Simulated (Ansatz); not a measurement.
`C=C[SiH](Br)C=C` + H–F → `C=C[SiH](F)Br` + `C=C`  (ligand exchange at the Si–C bond)

Program: Ansatz. Geometries: PBE0-D4/def2-TZVP. ΔE: electronic, gas phase. CCSD(T)/CBS adds triple-zeta CCSD(T) − MP2 to the extrapolated MP2 energy (def2 sets, frozen cores). This one scheme is used for every species. DFT in def2-TZVPP. B3LYP here is the variant with VWN-RPA as its local correlation; programs differ in this. HSE06 is defined as in plane-wave codes. For Br outer-core shells are correlated without core-valence functions, which leaves a few kJ/mol of doubt a bond. Scalar relativity is left out up to krypton. Each species was taken in one conformer, which may not be the lowest.

| level | ΔE (kJ/mol) | difference from CCSD(T)/CBS |
| --- | --- | --- |
| LDA (SPW92) | -124.5 | 5.4 |
| revPBE-D4 | -118.7 | 11.2 |
| BLYP-D4 | -134.2 | -4.3 |
| B97M-V | -143.8 | -13.9 |
| PBE0-D4 | -125.1 | 4.8 |
| B3LYP-D4 | -136.1 | -6.2 |
| r2SCANh-D4 | -137.2 | -7.3 |
| r2SCAN0-D4 | -136.1 | -6.2 |
| HSE06-D4 | -124.8 | 5.1 |
| BHLYP-D4 | -141.1 | -11.2 |
| ωB97X-V | -137.0 | -7.1 |
| ωB97M-V | -136.5 | -6.6 |
| B2PLYP | -142.4 | -12.5 |
| PBE-QIDH | -130.1 | -0.2 |
| PBE | -131.5 | -1.6 |
| revPBE | -134.1 | -4.2 |
| BLYP | -149.6 | -19.7 |
| r2SCAN | -140.4 | -10.5 |
| PBE0 | -132.1 | -2.2 |
| B3LYP | -148.5 | -18.6 |
| r2SCANh | -139.8 | -9.9 |
| r2SCAN0 | -139.0 | -9.1 |
| HSE06 | -131.6 | -1.7 |
| BHLYP | -151.9 | -22.0 |
| CAM-B3LYP | -150.5 | -20.6 |
| LC-ωPBE | -137.3 | -7.4 |
| RPA@PBE/def2-TZVPP | -131.5 | -1.6 |
| HF/def2-SVP | -146.9 | -17.0 |
| MP2/def2-SVP | -127.4 | 2.5 |
| CCSD(T)/def2-SVP | -130.0 | -0.1 |
| HF/def2-TZVPP | -160.4 | -30.5 |
| MP2/def2-TZVPP | -126.6 | 3.3 |
| SCS-MP2/def2-TZVPP | -134.5 | -4.6 |
| CCSD/def2-TZVPP | -135.8 | -5.9 |
| CCSD(T)/def2-TZVPP | -131.1 | -1.2 |
| HF/def2-QZVPP | -162.5 | -32.6 |
| MP2/def2-QZVPP | -126.6 | 3.3 |
| HF/CBS(def2) | -162.8 | -32.9 |
| MP2/CBS(def2) | -125.4 | 4.5 |
| CCSD/CBS(def2) | -134.5 | -4.6 |
| CCSD(T)/CBS | -129.9 | 0 |

What do rigid-rotor, harmonic-oscillator terms from PBE0-D4/def2-TZVP frequencies (298.15 K, 1 bar) make of the CCSD(T)/CBS value? (Best estimate.)

Computed: ΔZPE = +5.1 kJ/mol, ΔH = -127.6 kJ/mol, ΔS = 9 J/(mol·K), ΔG = -130.4 kJ/mol.

Largest T1 diagnostic among the species: 0.011.

In def2-TZVPP, CCSD(T) changes the Hartree–Fock value by +29.3 kJ/mol (the triples alone add +4.6 kJ/mol) and MP2 by +33.8 kJ/mol. Leaving LDA and LC-ωPBE aside and taking each functional with its dispersion term where it has one, the values spread over 25.1 kJ/mol, from B97M-V to revPBE-D4. LDA lies +6.9 kJ/mol from PBE without D4.
